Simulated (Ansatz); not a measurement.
`F[C](F)(F)[Ge]([F])([F])[C](F)(F)F` → `FC(F)(F)C(F)(F)F` + `[F][Ge][F]`  (germylene formation by 1,1-elimination)

Isolated molecules relaxed with PBE0-D4/def2-TZVP in Ansatz; ΔE leaves out vibrations. CBS: MP2 limit from def2 TZ/QZ plus the TZ coupled-cluster correction, frozen cores. DFT in def2-TZVPP. For Ge outer-core shells are correlated without core-valence functions, which leaves a few kJ/mol of doubt a bond. Scalar relativity is left out up to krypton.

```
                             species  r2SCANh energy (Eh)
`F[C](F)(F)[Ge]([F])([F])[C](F)(F)F`          -2952.00754
                  `FC(F)(F)C(F)(F)F`           -675.26821
                        `[F][Ge][F]`          -2276.74880
```

Work out ΔE.

ΔE = (-675.26821) + (-2276.74880) − (-2952.00754) = -0.00947 Eh = -24.9 kJ/mol. CCSD(T)/CBS gives -39.2 kJ/mol.

Largest T1 diagnostic among the species: 0.015.

From BLYP to BHLYP (50 % exact exchange), in def2-TZVPP and without D4, ΔE moves by +10.4 kJ/mol. In def2-TZVPP, CCSD(T) changes the Hartree–Fock value by +37.8 kJ/mol (the triples alone add +4.9 kJ/mol) and MP2 by +44.0 kJ/mol.
